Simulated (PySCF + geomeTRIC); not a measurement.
Species: [Zn(F)(Br)] (charge 0, multiplicity 1).

**Question.** Give a relaxed geometry from TPSS-D3(BJ)/def2-SVP (PySCF + geomeTRIC).

**Answer.** the end point of this relaxation.
Cartesian coordinates (Å) in one orientation:
```xyz
3

Zn     0.040    -0.012    -0.003
F     -1.666     0.303    -0.198
Br     2.215    -0.416     0.242
```
